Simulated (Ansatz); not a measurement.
The same carbene extrusion along the group F, Cl, Br.

Calculated with Ansatz (gas phase, PBE0-D4/def2-TZVP geometries, no zero-point term in ΔE). CCSD(T)/CBS adds triple-zeta CCSD(T) − MP2 to the extrapolated MP2 energy (def2 sets, frozen cores). This one scheme is used for every species. Double bonds are as drawn, so ΔE can hold a change between cis and trans. Triplets are unrestricted, without spin–orbit coupling. For Br outer-core shells are correlated without core-valence functions, which leaves a few kJ/mol of doubt a bond. Scalar relativity is left out up to krypton. Each species was taken in one conformer, which may not be the lowest.

| reaction | MP2/CBS(def2) (eV) | CCSD(T)/CBS(def2) (eV) |
| --- | --- | --- |
| `C/N=C\F` → `[CH2]` (triplet) + `N=CF` | 4.43 | 4.30 |
| `C/N=C/Cl` → `[CH2]` (triplet) + `N=CCl` | 4.46 | 4.32 |
| `C/N=C\Br` → `[CH2]` (triplet) + `N=CBr` | 4.64 | 4.49 |

Largest T1 diagnostic: 0.013, for `N=CF`.
